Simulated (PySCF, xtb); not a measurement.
GeH5NO2, SMILES [NH2][GeH]([OH])[OH].

GFN2-xTB in xtb at its own geometry gives an orbital gap of 7.82 eV and a dipole moment of 0.95 D.

Geometry: TPSSh-D3(BJ)/def2-SVP. The structure was generated by enumeration, and PubChem lists no compound with its InChIKey, so it may never have been made. Other conformers were not sampled.

Problem. What does HF/def2-TZVP (PySCF) give? (The exact figures need the calculation; the answer reports its results.)

Solution. gap 14.86 eV (levels -11.56 and 3.30 eV), dipole 1.78 D.
